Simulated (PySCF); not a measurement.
Compound: N-methyl-p-toluidine, C₈H₁₁N.
Cartesian coordinates in Å at the PBE0-D3(BJ)/def2-SVP level; atoms count from 1:
```
atom  x, y, z in Å
C1    -3.3776   -0.6610   -0.1985
N2    -2.4590    0.4335   -0.2985
C3    -1.1003    0.2762   -0.1365
C4    -0.2664    1.4060   -0.0346
C5     1.1070    1.2691    0.1046
C6     1.7236    0.0112    0.1458
C7     3.2146   -0.1251    0.2592
C8     0.8902   -1.1057    0.0514
C9    -0.4915   -0.9893   -0.0823
H10   -3.1950   -1.4082   -0.9893
H11   -3.3328   -1.1903    0.7749
H12   -4.4017   -0.2882   -0.3368
H13   -2.8192    1.3456   -0.0570
H14   -0.7132    2.4043   -0.0670
H15    1.7221    2.1707    0.1842
H16    3.6557    0.7164    0.8146
H17    3.6961   -0.1467   -0.7338
H18    3.4960   -1.0545    0.7766
H19    1.3307   -2.1068    0.0909
H20   -1.0984   -1.8940   -0.1406
```

Level of theory: TDDFT wB97X-D/def2-SVPD, vertical, gas phase, core orbitals frozen in the response in PySCF 2.14.0, density-fitted response routines.

Ground-to-excited transition dipoles (e·a0, same axes as the geometry; the sign carries no meaning), for the states with f of 0.002 or more among the lowest 6:

| state | E (eV) | μx | μy | μz |
| --- | --- | --- | --- | --- |
| S1 | 4.652 | -0.166 | -0.598 | -0.022 |
| S2 | 5.485 | 1.406 | 0.010 | 0.088 |
| S3 | 5.669 | 0.105 | 0.017 | -0.096 |
| S4 | 6.274 | 0.007 | 0.017 | -0.242 |
| S5 | 6.482 | -0.117 | 0.017 | 0.124 |
| S6 | 6.722 | -1.796 | 0.606 | -0.149 |

Q: What oscillator strength does each state have?

A: f = (2/3) ΔE |μ|² with ΔE in hartree (27.2114 eV).

```
state  |μ|² (au)  |μ| (D)      f
   S1      0.385     1.58  0.044
   S2      1.985     3.58  0.267
   S3      0.020     0.36  0.003
   S4      0.059     0.62  0.009
   S5      0.029     0.44  0.005
   S6      3.614     4.83  0.595
```

Q: What angle do the transition dipoles of S1 and S2 make?

A: |cos θ| = |μa·μb| / (|μa| |μb|) = 0.28, so θ ≈ 74° (taken between 0 and 90°, since the signs are arbitrary).

Q: What peak molar absorption coefficient would the strongest computed level give as a lone Gaussian band 0.5 eV wide at half height?

A: ε(max) = 2.175×10⁸ f / FWHM, with the width in cm⁻¹. S6: 2.175×10⁸ × 0.5952 / 4033 ≈ 32000 L mol⁻¹ cm⁻¹.

The run took 87 s on one thread of an Arm Neoverse V1, on a shared host.

One conformer stands for the species.
